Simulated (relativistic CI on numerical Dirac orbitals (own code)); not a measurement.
d1 to d9 in one octahedral field

Computed with a parametric ligand-field model without spin-orbit coupling, by exact diagonalisation: B = 890, C = 3710, 10Dq = 18500 cm⁻¹ (Oh; |10Dq|/B = 20.8) for every shell. Energies in cm⁻¹; the field energy is (0.6 n_e − 0.4 n_t2) × 10Dq of the ground term; g labels are left out.

```csv
Shell,Ground term,Electrons in e,Field energy,First spin-allowed bands,Lowest term of other spin
d1,2T2,0.000,-7400,2E 18500,
d2,3T1,0.036,-14130,"3T2 16865, 3T1 28580",1T2 13271
d3,4A2,0.000,-22200,"4T2 18500, 4T1 26940",2E 17560
d4,5E,1.000,-11100,5T2 18500,3T1 3726
d5,6A1,2.000,0,none,2T2 10250
d6,1A1,0.066,-43188,"1T1 16385, 1T2 26571",5T2 5365
d7,?,?,?,?,?
d8,3A2,2.000,-22200,"3T2 18500, 3T1 26940",1E 14291
d9,2E,3.000,-11100,2T2 18500,
```

Problem. Fill in the row of d7.

Solution. Ground term: 2E; Electrons in e: 1.052; Field energy: -32341; First spin-allowed bands: 2T1 16197, 2T2 16882; Lowest term of other spin: 4T1 667. Low spin: d6, d7; the other shells keep the spin of the free ion. Only d4 to d7 can choose; the field needed to pair spins is smallest for d6 and largest for d5, which loses most exchange energy. In the strong-field picture 10Dq must exceed about 6B + 5C = 23890 (d4), 7.5B + 5C = 25225 (d5), 2.5B + 4C = 17065 (d6) and 4B + 4C = 18400 (d7); mixing of terms shifts these bounds somewhat.
